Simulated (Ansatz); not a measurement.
`[F][Ge][F]` + H₂S → `[F][Ge][SH]` + H–F at 600 K and 1 bar (ligand exchange at a Ge–F bond).

Calculated with Ansatz (gas phase, PBE0-D4/def2-TZVP geometries, no zero-point term in ΔE). CCSD(T)/CBS is the MP2 limit (def2-TZVPP, def2-QZVPP) plus CCSD(T) − MP2 in def2-TZVPP, frozen cores. This one scheme is used for every species. For Ge outer-core shells are correlated without core-valence functions, which leaves a few kJ/mol of doubt a bond. Scalar relativity is left out up to krypton. One conformer a species, not always the lowest.

| species | CCSD(T)/CBS energy (Eh) | H − E (kJ/mol) | S (J/(mol·K)) |
| --- | --- | --- | --- |
| `[F][Ge][F]` | -2275.77030 | 37.2 | 307.1 |
| H₂S | -398.97279 | 60.8 | 230.9 |
| `[F][Ge][SH]` | -2574.33845 | 64.0 | 342.3 |
| H–F | -100.39570 | 42.3 | 194.0 |

H − E and S are ideal-gas, rigid-rotor, harmonic terms from PBE0-D4/def2-TZVP, for one conformer and one mirror image of each species. 1 Eh = 2625.50 kJ/mol, R = 8.31446 J/(mol·K).

**Question.** By hand: ΔE, ΔH, ΔS and ΔG.

**Answer.** ΔE = (-2574.33845) + (-100.39570) − (-2275.77030) − (-398.97279) = 0.00894 Eh = 23.5 kJ/mol. Δ(H − E) = 64.0 + 42.3 − 37.2 − 60.8 = 8.3, so ΔH = 31.8 kJ/mol. ΔS = 342.3 + 194.0 − 307.1 − 230.9 = -1.7 J/(mol·K). ΔG = 31.8 − 600 × (-1.7)/1000 = 32.8 kJ/mol.

**Question.** By hand: the equilibrium constant, and the temperature at which ΔG would vanish if ΔH and ΔS stayed fixed.

**Answer.** log₁₀ K = −ΔG/(RT ln 10) = -2.9. ΔH and −TΔS have one sign here, so there is no such temperature.

The number of gas molecules stays the same, so ΔS is small and ΔH decides. A doubt of 5 kJ/mol in ΔE shifts log₁₀ K by 0.4 here. Other conformers and mirror images would add mixing entropy, several J/(mol·K) or more a flexible species. These are equilibria of isolated gas molecules and say nothing of rates. Largest T1 diagnostic: 0.015 (customary marks: 0.02 for closed shells, 0.045 for open ones).

ΔS is within the doubt of such terms, so its sign, and with it that verdict, could turn.
